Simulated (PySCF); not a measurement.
## Exercise with solution: oscillator strength and radiative lifetime

C₃H₅ClOSi, SMILES C#CC[Si@@H](O)Cl.

The structure is a stationary point at PBE0-D3(BJ)/def2-SVP. The structure was generated by enumeration; whether it is a known compound was not checked. One conformer was computed; it need not be the lowest.

TDA-PBE/def2-SVPD in PySCF puts the first singlet state with f over 0.02 at 6.43 eV (vertical), with the transition dipole (-0.294, 0.201, 0.063) in atomic units.

### Question
Find the oscillator strength, the wavelength and the radiative lifetime that this transition would have in vacuum if emission retraced absorption.

### Answer

|μ|² = 0.1308 au, so |μ| = 0.92 D. ΔE = 6.43/27.211 = 0.2363 hartree. f = (2/3) ΔE |μ|² = 0.021 (the program prints 0.021).
λ = 1239.84/6.43 = 193 nm; ν = 51861 cm⁻¹.
Einstein's coefficient A = 0.6670 ν² f s⁻¹ (ν in cm⁻¹) = 3.7e7 s⁻¹, so τ = 1/A = 27 ns. This state is S5; the lower singlets have f = 0.012, 0.000, 0.001, 0.004. The figure is the radiative limit of this one transition; relaxation, internal conversion, crossing to triplets and a medium change what is measured.
